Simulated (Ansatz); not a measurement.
A run for Ansatz (a quantum-chemistry and plane-wave program): U-PBE0/def2-TZVPP on SnRu, 2S+1 = 5, a spin state set in the input, which need not be the lowest, a point of a bond scan (R = 2.534 Å). Elements past Kr take the def2 small-core potentials; no spin–orbit coupling.

Ansatz 0.2 input:
```yaml
crystal:
  periodic: [false, false, false]
  atoms:
    - {symbol: Ru, position_ang: [0.00000000, 0.00000000, 0.00000000]}
    - {symbol: Sn, position_ang: [0.00000000, 0.00000000, 2.53405000]}
basis:
  gaussian:
    orbitals: def2-TZVPP
    pivot_positions_ang: [[0.00000000, 0.00000000, 0.00000000], [0.00000000, 0.00000000, 2.53405000]]
hamiltonian:
  xc: {name: PBE0}
magnetization: {spin_polarized: true, initial_magnetization: 4}
output: {forces: true, orbitals: {seedname: ./end}}
```

The head of its log:

```
WARN ansatz: RAYON_NUM_THREADS=1 ignored (pool sized by the plan → 1); use --threads N
Functional definition: PBE0
integrals: 0.03 GiB planned
842 factors; their error is unknown
mean field: 0.48 GiB planned
mean field evaluation 1: about -8404.2123 eV, gradient 4.0e1 eV
mean field evaluation 2: about -8240.2492 eV, gradient 1.4e2 eV
```

Q: Predict the final total energy.

A: -309.1265 hartree.
